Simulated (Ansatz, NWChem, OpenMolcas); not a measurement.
# Worked example: C2H3BrF2 + C2H5Br → C3H6F2 + CH2Br2

Species: C2H3BrF2 `FCC(F)Br`, singlet; C2H5Br (bromoethane) `CCBr`, singlet; C3H6F2 `CC(F)CF`, singlet; CH2Br2 `BrCBr`, singlet. The partners trade Br for CH3; both sit on C, so the bond types are kept.

Shapes, held fixed at every level: PBE0-D4/def2-TZVP. Flexible molecules stand in one conformer, not always the lowest. Programs: Ansatz 0.2.0, NWChem 7.3.0, OpenMolcas 26.06. A level may come from different programs for different species; with the same settings they agree closely. Electronic energies: no zero-point or thermal term.

At CCSD(T)/def2-TZVPP; 1 Eh = 2625.50 kJ/mol:

```
 species   energy (Eh)
C2H3BrF2  -2850.047770
  C2H5Br  -2651.785490
  C3H6F2   -317.187558
  CH2Br2  -5184.644088
```

Task: Work out ΔE of the reaction at this level.

Result: 
1. Products less reactants: (-317.187558) + (-5184.644088) − [(-2850.047770) + (-2651.785490)] = 0.001614 Eh = +4.2 kJ/mol.

Other levels give +4.0 (wB97M-V/def2-TZVPP) to +11.9 kJ/mol (B3LYP/6-31G* (spherical functions)). No measured value is set beside it here. Relativity is left out for Br. Outer-core shells of Br are correlated, in sets that cover them unevenly.
